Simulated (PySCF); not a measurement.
C₅H₇O₂P.
Z-matrix (Å and degrees, PBE0-D3(BJ)/def2-SVP geometry), rows numbered from 1:
```
C 
O   1  1.4105
C   2  1.3294  1  118.46
O   3  1.3388  2  116.86  1    -7.95
C   4  1.3556  3  111.35  2  -179.41
P   5  1.7020  4  114.82  3    -0.17
C   3  1.3657  2  126.82  1   172.55
C   7  1.4948  3  124.12  2    -0.30
H   1  1.1016  2  111.42  3    63.23
H   1  1.0966  2  106.22  3  -177.61
H   1  1.1019  2  111.45  3   -58.34
H   5  1.0891  4  113.58  3  -179.63
H   8  1.0998  7  111.37  3  -147.68
H   8  1.1002  7  110.75  3   -27.39
H   8  1.1029  7  111.84  3    92.32
```

Theory: PySCF, PBE0-D3(BJ)/def2-SVP geometry optimisation, gas phase.

Take the most abundant isotopes and a rigid rotor. The values belong to one conformer with, in the numbering `[CH3:1][O:2][c:3]1[o:4][cH:5][p:6][c:7]1[CH3:8]`, C1–O2–C3–O4 -8°.

What are A, B and C (GHz)?

Ia = 172.01, Ib = 336.19, Ic = 501.43 u·Å²; 505379 MHz·u·Å²/I gives 2938, 1503 and 1008 MHz, that is A = 2.9380, B = 1.5033, C = 1.0079 GHz.

What kind of rotor is it?

An asymmetric top. Ray's parameter κ = (2B − A − C)/(A − C) = -0.487; −1 is the prolate and +1 the oblate limit.

Is it planar, by Δ = Ic − Ia − Ib?

Not planar: Δ = Ic − Ia − Ib = -6.77 u·Å². For a rigid frame Δ = −2 Σ m c², so Σ m c² = 3.39 u·Å² lies off the ab plane: 3.22 from hydrogen and 0.17 from heavier atoms. The atom farthest from that plane is 1.02 Å away.

Give the coordinates in the principal-axis frame, origin at the centre of mass.

The sense of each axis is arbitrary; atoms in the order of the calculation.
```
atom  mass (u)   a (Å)   b (Å)   c (Å)
  C1    12.000   2.897   0.359  -0.073
  O2    15.995   1.834  -0.558   0.061
  C3    12.000   0.589  -0.094   0.028
  O4    15.995   0.439   1.237   0.034
  C5    12.000  -0.871   1.586   0.012
  P6    30.974  -1.958   0.278  -0.022
  C7    12.000  -0.560  -0.832  -0.001
  C8    12.000  -0.595  -2.326  -0.007
  H9     1.008   2.915   1.079   0.760
 H10     1.008   3.818  -0.236  -0.063
 H11     1.008   2.830   0.918  -1.021
 H12     1.008  -1.034   2.663   0.009
 H13     1.008  -1.458  -2.704  -0.576
 H14     1.008   0.319  -2.736  -0.461
 H15     1.008  -0.670  -2.739   1.013
```

Where do the levels up to J = 4 lie, in cm⁻¹?

Above 0(0,0):
J = 1: 1(0,1) 0.0838, 1(1,1) 0.1316, 1(1,0) 0.1481
J = 2: 2(0,2) 0.2477, 2(1,2) 0.2826, 2(1,1) 0.3322, 2(2,1) 0.4758, 2(2,0) 0.4794
J = 3: 3(0,3) 0.4856, 3(1,3) 0.5071, 3(1,2) 0.6057, 3(2,2) 0.7271, 3(2,1) 0.7440, 3(3,1) 1.0097, 3(3,0) 1.0102
J = 4: 4(0,4) 0.7918, 4(1,4) 0.8032, 4(1,3) 0.9650, 4(2,3) 1.0593, 4(2,2) 1.1050, 4(3,2) 1.3507, 4(3,1) 1.3541, 4(4,1) 1.7384, 4(4,0) 1.7384
The levels of one J sum to (2J + 1)J(J + 1)(A + B + C)/3.

Predict some low-J microwave lines.

The dipole components are |μa| = 2.37 D, |μb| = 0.65 D, |μc| = 0.13 D. The squared components, which scale the intensities, stand as 1.00 : 0.08 : 0.00 (a : b : c). Some lines, for components of 0.1 D or more:

```tsv
type	branch	J(Ka,Kc)	MHz	lower level (cm⁻¹)
a	Q	1(1,0) ← 1(1,1)	495	0.132
c	Q	5(2,4) ← 5(1,4)	1978	1.404
c	Q	4(2,3) ← 4(1,3)	2827	0.965
b	R	2(0,2) ← 1(1,1)	3480	0.132
c	R	1(1,0) ← 0(0,0)	4441	0.000
a	Q	4(1,3) ← 4(1,4)	4851	0.803
b	R	5(2,3) ← 4(3,2)	6342	1.351
b	Q	4(3,2) ← 4(2,3)	8736	1.059
b	R	4(1,4) ← 3(0,3)	9520	0.486
c	R	2(2,0) ← 1(1,0)	9930	0.148
a	R	5(1,5) ← 4(1,4)	10974	0.803
a	R	5(0,5) ← 4(0,4)	11153	0.792
a	R	5(2,4) ← 4(2,3)	12317	1.059
a	R	5(3,2) ← 4(3,1)	13080	1.354
b	R	5(3,3) ← 4(2,2)	20161	1.105
c	R	5(3,2) ← 4(2,2)	20547	1.105
b	R	4(4,1) ← 3(3,0)	21830	1.010
c	R	5(4,1) ← 4(3,1)	24330	1.354
b	R	5(4,1) ← 4(3,2)	24432	1.351
b	R	5(5,1) ← 4(4,0)	27714	1.738
c	R	5(5,0) ← 4(4,0)	27715	1.738
```

Stationary, but not proved a minimum. No vibrational averaging or centrifugal distortion is included, and the geometry carries the error of its method. A rigid rotor knows nothing of internal rotation, which can split or shift real lines.
